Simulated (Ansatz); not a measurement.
Basis-set extrapolation for CH3AlClN, SMILES `[Cl][Al]1[CH2][NH]1` (PBE0-D4/def2-TZVP geometry, frozen core, Ansatz 0.2.0). Multiplicity 1, RHF reference.

```json
{"": "HF", "def2-TZVPP": "-795.563977", "def2-QZVPP": "-795.588169"}
{"": "MP2 correlation", "def2-TZVPP": "-0.636822", "def2-QZVPP": "-0.687789"}
{"": "CCSD(T) correlation", "def2-TZVPP": "-0.698318", "def2-QZVPP": "not run"}
```

Energies in hartree. Use E(X) = E(∞) + A·exp(−7.88·√X) for Hartree–Fock and E(X) = E(∞) + B·X^(−2.97) for correlation, with X = 3 and 4, and add CCSD(T) minus MP2 of the smaller set to the MP2 limit.

Task: What is the CCSD(T) energy at the basis-set limit?

Result: HF limit: -795.588169 + (-0.024192) × 0.13774 = -795.59150. MP2 limit: -0.687789 + (-0.050967) × 0.74074 = -0.72554. Higher-order term: -0.698318 − (-0.636822) = -0.06150. Total: -796.37854 hartree, 72.9 kcal/mol below CCSD(T)/def2-TZVPP.
